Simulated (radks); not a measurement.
The numbers below are computed, except where a source is named.
Spin polarisation of the 5d2 shell in La+. Start: [Xe] 5d(up 1, down 1); electrons of 5d are moved from spin down to spin up, other shells keep equal spins. Level of theory: scalar-relativistic Kohn-Sham, PBE, spin-polarised, spherical densities, finite nucleus; Fermi nuclear charge, rms radius of each element as measured or else 0.836 A^(1/3) + 0.57 fm (a radial shooting solver on a logarithmic mesh with Libxc functionals).

| moment (Bohr magnetons) | E - E(0) (eV) | e(5d up) (eV) | e(5d down) (eV) | 5p down minus up (eV) | 5s down minus up (eV) | 4d down minus up (eV) |
|---|---|---|---|---|---|---|
| 0 | 0.000 | -7.170 | -7.170 | 0.000 | 0.000 | 0.000 |
| 0.5 | -0.035 | -7.304 | -7.021 | 0.212 | 0.148 | 0.016 |
| 1 | -0.141 | -7.423 | -6.858 | 0.424 | 0.296 | 0.032 |
| 1.5 | -0.318 | -7.528 | -6.674 | 0.637 | 0.445 | 0.049 |
| 2 | -0.572 | -7.620 | -6.413 | 0.852 | 0.596 | 0.065 |

At moment 2 the spin-polarisation energy is -0.572 eV and the 5d exchange splitting 1.207 eV, that is 0.603 eV per Bohr magneton; E = -I m^2/4 would give I = 0.572 eV.
